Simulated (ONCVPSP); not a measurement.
How hard is this molybdenum (Mo) ONCV potential?

```
Element                 : Mo
Generator               : ONCVPSP 4.0.1
Type                    : optimised norm-conserving Vanderbilt (ONCV)
Functional              : PBEsol
Relativity              : fully relativistic
Frozen core             : [Kr]
Valence charge          : 6
Reference configuration : 4d5 5s0.5 (charge +0.5)
Partial waves           : 5s: rc 2.40 bohr, ncon 4, nbas 7, qcut 3.1 1/bohr, local; p scattering state at 0.02 Ha: rc 2.75 bohr, ncon 4, nbas 9, qcut 3.5 1/bohr, 2 projectors, debl 3.7 Ha; 4d: rc 2.60 bohr, ncon 3, nbas 8, qcut 6.9 1/bohr, 2 projectors, debl 3 Ha
Local potential         : the s channel
Core correction         : Teter function, fcfact 1.75, rcfact 1.8
```

Open shells are filled in proportion to 2j + 1.

In the p channel the program set the typed energies aside and used 0.050, 3.750 Ha (j = l + 1/2; the other j can differ).

Task: For each optimised wave give the share of its norm inside rc, the residual kinetic energy above qcut (Ha) and the cutoffs (Ha) for errors of 10, 1, 0.1 and 0.01 mHa per electron.

Result:

```tsv
wave	norm inside rc	residual KE	10 mHa	1 mHa	0.1 mHa	0.01 mHa
5s	0.200	5.1e-04	1.6	2.8	18.4	23.5
p projector 1 j=3/2	0.071	2.6e-05	0.6	2.0	3.1	21.2
p projector 2 j=3/2	0.164	3.6e-02	8.1	13.7	26.8	39.0
p projector 1 j=1/2	0.144	5.0e-05	0.5	2.0	4.8	30.3
p projector 2 j=1/2	0.169	3.8e-02	8.1	14.0	27.5	38.5
4d j=5/2	0.799	4.0e-09	10.9	14.0	16.5	18.7
d projector 2 j=5/2	0.193	2.3e-07	13.2	16.2	18.8	20.8
4d j=3/2	0.807	4.4e-09	10.9	14.1	16.6	18.8
d projector 2 j=3/2	0.193	2.5e-07	13.3	16.3	18.8	20.9
```

The occupied waves need 14 Ha and 18 Ha for 1 and 0.1 mHa. Its largest configuration-test error is -1418 meV.
